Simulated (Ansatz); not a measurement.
`CC([SiH3])(Cl)Cl` → `[SiH3]C(Cl)Cl` + `[CH2]` (triplet)  (formal loss of a carbene)

Computed with Ansatz on PBE0-D4/def2-TZVP structures; ΔE is electronic, products minus reactants. CCSD(T)/CBS adds triple-zeta CCSD(T) − MP2 to the extrapolated MP2 energy (def2 sets, frozen cores). This one scheme is used for every species. Functionals use def2-TZVPP. Triplets are unrestricted, without spin–orbit coupling.

| level | ΔE (kJ/mol) |
| --- | --- |
| ωB97X-V | 459.8 |
| HF/def2-SVP | 306.2 |

Question: What does CCSD(T)/CBS give? (An estimate is asked.)

Answer: The calculation gave: +451.9 kJ/mol. The listed levels differ from it by 7.9, -145.7 kJ/mol.

Largest T1 diagnostic among the species: 0.011.

From BLYP to BHLYP (50 % exact exchange), in def2-TZVPP and without D4, ΔE moves by −3.2 kJ/mol. Leaving LDA and LC-ωPBE aside and taking each functional with its dispersion term where it has one, the values, not all of them listed here, spread over 36.1 kJ/mol, from r2SCAN0-D4 to ωB97X-V. LDA lies +80.8 kJ/mol from PBE without D4.
